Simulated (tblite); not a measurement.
C5H12BFO.
Atom-mapped SMILES: `[CH3:1][CH2:2][CH2:3][O:4][CH2:5][B:6]([CH3:7])[F:8]` (hydrogens: H9, H10, H11 on C1; H12, H13 on C2; H14, H15 on C3; H16, H17 on C5; H18, H19, H20 on C7)

Computed with GFN2-xTB (tblite), gas phase: L-BFGS steps from a force-field or distance-geometry start until the largest atomic force falls under 0.01 eV/Å.

Step 29: E = -731.6760 eV
```
atom  x, y, z in Å  |  force x, y, z in eV/Å
C1     -3.4061   -0.0018    0.6147   -0.001   0.003  -0.014
C2     -1.9504    0.4409    0.6806    0.030   0.011   0.000
C3     -1.0500   -0.3374   -0.2736    0.002  -0.057  -0.018
O4      0.2880    0.0636   -0.0682   -0.026   0.029  -0.033
C5      1.1696   -0.3727   -1.0862    0.100   0.048   0.054
B6      2.6862    0.0447   -0.7956   -0.012   0.053   0.091
C7      3.3913    0.0926    0.6123    0.005   0.013  -0.030
F8      3.4181    0.3332   -1.8584    0.050  -0.051  -0.136
H9     -3.9998    0.5775    1.3159   -0.023   0.022   0.021
H10    -3.8159    0.1466   -0.3807    0.021   0.010  -0.057
H11    -3.5099   -1.0533    0.8706    0.053  -0.028   0.005
H12    -1.8690    1.4995    0.4337   -0.023   0.044  -0.012
H13    -1.5719    0.3164    1.6947    0.047  -0.060   0.028
H14    -1.1402   -1.4204   -0.0979   -0.047  -0.063   0.035
H15    -1.3453   -0.1487   -1.3183   -0.025   0.053   0.019
H16     1.1347   -1.4740   -1.1705   -0.048  -0.041   0.022
H17     0.8343    0.0088   -2.0653   -0.013   0.030   0.044
H18     4.3590    0.5834    0.5405   -0.008   0.037   0.056
H19     2.7965    0.5923    1.3737   -0.018  -0.056  -0.086
H20     3.5759   -0.9181    0.9751   -0.064   0.003   0.012
```

Step 30: E = -731.6768 eV
```
atom  x, y, z in Å  |  force x, y, z in eV/Å
C1     -3.4092   -0.0001    0.6181   -0.003   0.018   0.005
C2     -1.9509    0.4361    0.6801    0.066  -0.020  -0.003
C3     -1.0515   -0.3466   -0.2726    0.039  -0.043  -0.036
O4      0.2901    0.0419   -0.0582    0.025   0.030  -0.083
C5      1.1712   -0.3652   -1.0921   -0.020  -0.029   0.016
B6      2.6919    0.0324   -0.7924    0.080   0.101  -0.157
C7      3.3901    0.1034    0.6183    0.026  -0.022  -0.076
F8      3.4386    0.2827   -1.8653   -0.107  -0.108   0.125
H9     -3.9957    0.5846    1.3212   -0.025   0.023   0.019
H10    -3.8236    0.1520   -0.3752    0.036  -0.011  -0.047
H11    -3.5204   -1.0501    0.8794    0.065  -0.011  -0.022
H12    -1.8649    1.4945    0.4290   -0.025   0.006   0.023
H13    -1.5691    0.3062    1.6932    0.023  -0.022   0.009
H14    -1.1487   -1.4295   -0.1070   -0.066  -0.083   0.061
H15    -1.3372   -0.1501   -1.3168   -0.044   0.068  -0.022
H16     1.1293   -1.4698   -1.2084   -0.029   0.141   0.014
H17     0.8281    0.0492   -2.0622    0.075  -0.054   0.193
H18     4.3528    0.6050    0.5435   -0.022   0.017   0.063
H19     2.7893    0.6003    1.3752   -0.041  -0.036  -0.076
H20     3.5847   -0.9038    0.9891   -0.054   0.034  -0.007
```

Step 31: E = -731.6792 eV
```
atom  x, y, z in Å  |  force x, y, z in eV/Å
C1     -3.4072   -0.0016    0.6151    0.003   0.016   0.004
C2     -1.9503    0.4399    0.6807    0.054  -0.022   0.003
C3     -1.0498   -0.3411   -0.2725    0.025  -0.030  -0.028
O4      0.2898    0.0555   -0.0652   -0.006   0.062   0.026
C5      1.1731   -0.3687   -1.0877   -0.020  -0.002   0.036
B6      2.6910    0.0415   -0.7949    0.021   0.066  -0.098
C7      3.3914    0.0972    0.6130    0.011  -0.004  -0.033
F8      3.4268    0.3111   -1.8659   -0.028  -0.078   0.019
H9     -3.9986    0.5798    1.3174   -0.018   0.017   0.010
H10    -3.8185    0.1497   -0.3802    0.035  -0.014  -0.029
H11    -3.5127   -1.0526    0.8751    0.054  -0.003  -0.024
H12    -1.8687    1.4991    0.4306   -0.014  -0.007   0.027
H13    -1.5692    0.3085    1.6942    0.017  -0.011  -0.002
H14    -1.1424   -1.4241   -0.1018   -0.056  -0.073   0.051
H15    -1.3413   -0.1478   -1.3155   -0.043   0.055  -0.035
H16     1.1312   -1.4717   -1.1803   -0.012   0.031  -0.004
H17     0.8281    0.0249   -2.0612    0.056  -0.010   0.079
H18     4.3565    0.5929    0.5459    0.004   0.024   0.054
H19     2.7911    0.5929    1.3705   -0.048  -0.017  -0.055
H20     3.5746   -0.9124    0.9796   -0.037   0.000   0.000
```

Step 32: E = -731.6809 eV
```
atom  x, y, z in Å  |  force x, y, z in eV/Å
C1     -3.4071   -0.0013    0.6149    0.009   0.010   0.004
C2     -1.9492    0.4393    0.6806    0.029  -0.019   0.008
C3     -1.0486   -0.3421   -0.2729    0.005  -0.012  -0.015
O4      0.2904    0.0564   -0.0652   -0.023   0.048   0.048
C5      1.1741   -0.3682   -1.0865   -0.024   0.011   0.046
B6      2.6918    0.0428   -0.7960    0.007   0.037  -0.076
C7      3.3913    0.0973    0.6114    0.002   0.006  -0.013
F8      3.4271    0.3076   -1.8671   -0.007  -0.064  -0.013
H9     -3.9987    0.5804    1.3177   -0.004   0.003  -0.008
H10    -3.8179    0.1497   -0.3812    0.040  -0.015  -0.009
H11    -3.5117   -1.0529    0.8750    0.047   0.010  -0.027
H12    -1.8694    1.4991    0.4309   -0.001  -0.019   0.029
H13    -1.5686    0.3070    1.6945    0.015  -0.005  -0.011
H14    -1.1431   -1.4257   -0.1010   -0.041  -0.039   0.034
H15    -1.3412   -0.1458   -1.3156   -0.035   0.034  -0.025
H16     1.1305   -1.4699   -1.1798   -0.003   0.001  -0.003
H17     0.8282    0.0254   -2.0579    0.048   0.006   0.030
H18     4.3556    0.5940    0.5478    0.019   0.024   0.049
H19     2.7891    0.5916    1.3678   -0.057  -0.003  -0.043
H20     3.5724   -0.9116    0.9795   -0.026  -0.014  -0.006
```

**Question.** Estimate the geometry and energy of step 33. (The exact step hangs on the optimiser's Hessian estimate; all steps are aligned on step 32, rigid shifts and turns removed.)

**Answer.** E = -731.6841 eV, largest force 0.087 eV/Å
```
atom  x, y, z in Å  |  force x, y, z in eV/Å
C1     -3.4079    0.0004    0.6165    0.029  -0.002   0.002
C2     -1.9465    0.4347    0.6800   -0.022  -0.014   0.018
C3     -1.0459   -0.3488   -0.2734   -0.045   0.025   0.009
O4      0.2931    0.0484   -0.0586   -0.052   0.002   0.059
C5      1.1761   -0.3629   -1.0856   -0.036   0.024   0.049
B6      2.6962    0.0395   -0.7992   -0.011  -0.025  -0.038
C7      3.3898    0.1032    0.6098   -0.017   0.025   0.017
F8      3.4375    0.2721   -1.8723    0.009  -0.041  -0.044
H9     -3.9965    0.5858    1.3210    0.023  -0.024  -0.042
H10    -3.8197    0.1517   -0.3804    0.053  -0.019   0.030
H11    -3.5140   -1.0513    0.8782    0.032   0.030  -0.033
H12    -1.8690    1.4953    0.4301    0.030  -0.044   0.042
H13    -1.5663    0.2990    1.6939    0.011   0.015  -0.021
H14    -1.1491   -1.4345   -0.1031   -0.007   0.044  -0.002
H15    -1.3365   -0.1411   -1.3155   -0.014  -0.013  -0.001
H16     1.1268   -1.4620   -1.1977    0.016  -0.016   0.004
H17     0.8270    0.0461   -2.0474    0.045   0.023  -0.035
H18     4.3504    0.6076    0.5543    0.029   0.007   0.039
H19     2.7786    0.5927    1.3609   -0.077   0.032  -0.024
H20     3.5707   -0.9027    0.9854    0.003  -0.030  -0.029
```

The energy changes by -0.0033 eV. The first-order estimate −F·Δx gives -0.0048 eV and the mean of the old and new forces, exact on a quadratic surface, -0.0033 eV. The step makes an angle of 68° with the force vector and moves no atom by more than 0.037 Å.

What follows is the cost of the whole relaxation. The run took 1.4 s wall on Arm Neoverse N1, one thread, on a shared host.
